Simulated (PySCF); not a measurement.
BH3N, SMILES [BH]N (connectivity only; charge and spin as stated), charge +1, multiplicity 1.

The structure is a stationary point at TPSSh-D3(BJ)/def2-TZVP. The spin state was assumed, not searched. The isomer is the one that the SMILES or the coordinates give; other isomers of the formula were not compared.

Two levels are set side by side: TDDFT-PBE/def2-TZVPD (PySCF) and TDDFT-PBE0/def2-TZVPD (PySCF). Vertical, same geometry. The lowest singlet is HOMO→LUMO 100 % with PBE and HOMO→LUMO 100 % with the other functional; states are paired by order. Differences are taken from unrounded values.

```json
[
 {"quantity": "lowest singlet excitation (eV)", "TDDFT-PBE0": "5.85", "TDDFT-PBE": "5.56", "TDDFT-PBE minus TDDFT-PBE0": "-0.29"},
 {"quantity": "lowest triplet excitation (TDA) (eV)", "TDDFT-PBE0": "5.50", "TDDFT-PBE": "5.19", "TDDFT-PBE minus TDDFT-PBE0": "-0.30"},
 {"quantity": "first bright state (f over 0.05) (eV)", "TDDFT-PBE0": "9.02", "TDDFT-PBE": "8.75", "TDDFT-PBE minus TDDFT-PBE0": "-0.27"},
 {"quantity": "its oscillator strength", "TDDFT-PBE0": "0.17", "TDDFT-PBE": "0.14", "TDDFT-PBE minus TDDFT-PBE0": "-0.03"}
]
```

A lower first singlet is the usual sign of a functional without exact exchange. Differences between two approximate levels are no errors against the true value.

Rough cost on one machine, each run with all the roots and properties that it gave: TDDFT-PBE0 against TDDFT-PBE about 3 times.
